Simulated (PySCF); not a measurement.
## Computed NMR parameters against published values

Geometry (Å), atoms numbered from 1 in this order:
```xyz
18

C     3.5785   -0.7883    0.0087
C     2.2462   -0.8760    0.0553
C     1.4117    0.3457   -0.1281
O     1.9341    1.4282   -0.3123
C    -0.0798    0.2260   -0.0851
C    -0.8225    1.3992   -0.2823
C    -2.2109    1.3716   -0.2581
C    -2.8803    0.1666   -0.0346
C    -2.1538   -1.0057    0.1638
C    -0.7610   -0.9777    0.1384
H     4.2201   -1.6629    0.1373
H     4.0458    0.1860   -0.1633
H     1.7635   -1.8400    0.2246
H    -0.2710    2.3257   -0.4539
H    -2.7785    2.2920   -0.4137
H    -3.9726    0.1421   -0.0148
H    -2.6743   -1.9499    0.3396
H    -0.2140   -1.9080    0.2963
```

Theory: shielding tensors at KT2/pcSseg-1 (GIAO), geometry from PBE0-D3(BJ)/def2-SVP, in PySCF 2.14.0 with density-fitted response routines (averaged over atoms made equivalent by symmetry, fast rotation or ring inversion, in vacuum, a single conformation, non-relativistic).

Reference values: measured (solution, not stated per compound (mostly CDCl3 or CCl4); Pretsch, Buehlmann, Badertscher, Structure Determination of Organic Compounds, 4th ed. (2009)).
| atoms | quantity | reference | computed |
| --- | --- | --- | --- |
| H13 | δ ¹H | 7.20 | 7.23 |
| H12 | δ ¹H | 6.52 | 6.96 |
| H11 | δ ¹H | 5.81 | 5.93 |

Computed shifts are σ(ref) − σ with the named reference compound (TMS for H and C) calculated as an isolated molecule at the same level.

How far are the unscaled ¹H shifts from the references?

Answers

Mean signed difference +0.20 ppm, mean absolute 0.20 ppm over 3 comparisons; the largest is +0.44 ppm at H12 (hydrogen on a β carbon of a C=C–C=O unit).

3 of the 7 published NMR values on file for this molecule are compared.
